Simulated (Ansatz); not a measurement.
Molecule: sum formula WO₂Cl (charge 0, doublet). The spin state was set by rule; other spins were not relaxed. SMILES of the parent species: [O]=[W](=[O])[Cl]
Geometry from a B3LYP-D3(BJ)/def2-TZVP (Ansatz, an electronic-structure program) optimisation:
```xyz
4

W      0.1475    -0.0759     0.1802
O      1.6072    -0.7789    -0.3676
O     -0.6210    -1.0850     1.3275
Cl    -1.1064     1.2077    -1.2362
```
Charge 0, spin multiplicity 2.

Q: Give the harmonic wavenumbers at B3LYP-D3(BJ)/def2-TZVP (Ansatz, finite differences of forces, unscaled).

A: 94, 157, 312, 418, 984, 1033 cm⁻¹. Zero-point energy 4.3 kcal/mol.

Q: From these and the geometry, give the ideal-gas thermochemistry at 298.15 K and 1 atm (rigid rotor, harmonic oscillator).

A: Point group Cs, rotational symmetry number 1. Rotational constants 7.429, 2.488, 1.929 GHz. S(trans) 42.46, S(rot) 26.60, S(vib) 8.60, S(elec, spin only) 1.38, S 79.0 cal/(mol K). H(298) - H(0) 3.72 kcal/mol; G - E(el) -15.6 kcal/mol.
